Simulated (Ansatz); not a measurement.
BMe2(tBu) (C₆H₁₅B), 22 atoms. Hardware: 4 threads of Arm Neoverse V1 on a shared host.

Correlated methods freeze 7 core orbitals.

Question: How many basis functions does each of these Ansatz runs have, and roughly what does it cost? PBE0-D4/def2-TZVP, charge 0 singlet, energy, from earlier orbitals; ωB97X-V/def2-TZVP, charge 0 singlet, energy, from earlier orbitals; HF/def2-TZVP, charge 0 singlet, energy, from earlier orbitals; PBE0-D4/def2-SVP, charge 0 singlet, energy, from earlier orbitals; PBE-D4/def2-TZVP, charge 0 singlet, energy and forces, from earlier orbitals; MP2/def2-TZVP, charge 0 singlet, energy, from earlier orbitals; CCSD(T)/def2-SVP, charge 0 singlet, energy, from earlier orbitals; PBE-D4/def2-SVP, charge 0 singlet, relaxation, 9 steps; r2SCAN-D4/def2-TZVP, charge 0 singlet, energy, from earlier orbitals; PBE-D4/def2-SVP, charge 0 singlet, energy, from earlier orbitals; CAM-B3LYP-D4/def2-TZVP, charge 0 singlet, energy, from earlier orbitals.

Answer: Other jobs shared the machine, so times can vary by a factor of up to 3. A dash marks memory too small to be measured apart from the calling script's.

| run | functions | fitting or Cholesky vectors | wall time | peak host memory (GiB) |
| --- | --- | --- | --- | --- |
| PBE-D4/def2-SVP, charge 0 singlet, energy, from earlier orbitals | 173 | 1972 | 2.6 s | – |
| PBE0-D4/def2-SVP, charge 0 singlet, energy, from earlier orbitals | 173 | 1972 | 3.4 s | – |
| HF/def2-TZVP, charge 0 singlet, energy, from earlier orbitals | 307 | 2283 | 4 s | 1 |
| PBE-D4/def2-TZVP, charge 0 singlet, energy and forces, from earlier orbitals | 307 | 1909 | 6.5 s | – |
| CAM-B3LYP-D4/def2-TZVP, charge 0 singlet, energy, from earlier orbitals | 307 | 1909 | 8 s | 1.2 |
| MP2/def2-TZVP, charge 0 singlet, energy, from earlier orbitals | 307 | 2126 | 8.5 s | 1.1 |
| r2SCAN-D4/def2-TZVP, charge 0 singlet, energy, from earlier orbitals | 307 | 1909 | 9 s | – |
| PBE0-D4/def2-TZVP, charge 0 singlet, energy, from earlier orbitals | 307 | 1909 | 11 s | 1.2 |
| ωB97X-V/def2-TZVP, charge 0 singlet, energy, from earlier orbitals | 307 | 1909 | 18 s | 1.2 |
| PBE-D4/def2-SVP, charge 0 singlet, relaxation, 9 steps | 173 | 1972 | 20 s | – |
| CCSD(T)/def2-SVP, charge 0 singlet, energy, from earlier orbitals | 173 | 1808 | 88 s | 2.3 |
